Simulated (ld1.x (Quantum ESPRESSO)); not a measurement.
**How hard is this neon TM potential?**

- Element: neon
- Generator: ld1.x (Quantum ESPRESSO) 7.5
- Type: norm-conserving Troullier–Martins (Kleinman–Bylander form)
- Functional: LDA (PZ)
- Relativity: scalar-relativistic
- Frozen core: [He]
- Valence charge: 8
- Reference configuration: 2s2 2p6
- Partial waves: 2s (bound): rc 0.84 bohr; 2p (bound): rc 1.02 bohr
- Local potential: all-electron potential smoothed inside 0.90 bohr (lloc = -1)
- Core correction: none

The pseudo-atom Hamiltonian at the reference potential is diagonalised in spherical Bessel functions j_l(qr) that vanish at 20 bohr, with q² up to the cutoff. All-electron valence levels (Ry): 2s -2.6542, 2p -0.9946.

**Question.** How do the lowest levels (Ry) of each channel move with the cutoff, and are there ghosts?

**Answer.**

| cutoff (Ry) | s #1 | p #1 | d #1 | f #1 | f #2 | Σ f·Δε (mRy) |
| --- | --- | --- | --- | --- | --- | --- |
| 8 | -2.2752 | 0.0232 | 0.0813 | 0.1213 | 0.2673 | 6864.9 |
| 18 | -2.5278 | -0.0848 | 0.0813 | 0.1213 | 0.2673 | 5711.9 |
| 30 | -2.5341 | -0.3006 | 0.0813 | 0.1213 | 0.2673 | 4404.1 |
| 50 | -2.5976 | -0.6482 | 0.0813 | 0.1213 | 0.2673 | 2191.8 |
| 80 | -2.6437 | -0.9293 | 0.0813 | 0.1213 | 0.2673 | 412.9 |
| 120 | -2.6506 | -0.9924 | 0.0813 | 0.1213 | 0.2673 | 20.4 |
| 180 | -2.6529 | -0.9941 | 0.0813 | 0.1213 | 0.2673 | 5.6 |
| 300 | -2.6541 | -0.9946 | 0.0813 | 0.1213 | 0.2673 | 0.3 |
| 400 | -2.6542 | -0.9946 | 0.0813 | 0.1213 | 0.2673 | 0.0 |

Result: no extra level below or beside the all-electron valence levels (s, p, d, f tested); 10 mRy is reached at 160 Ry and 1 mRy at 230 Ry.

Its largest configuration-test error is +908 meV.
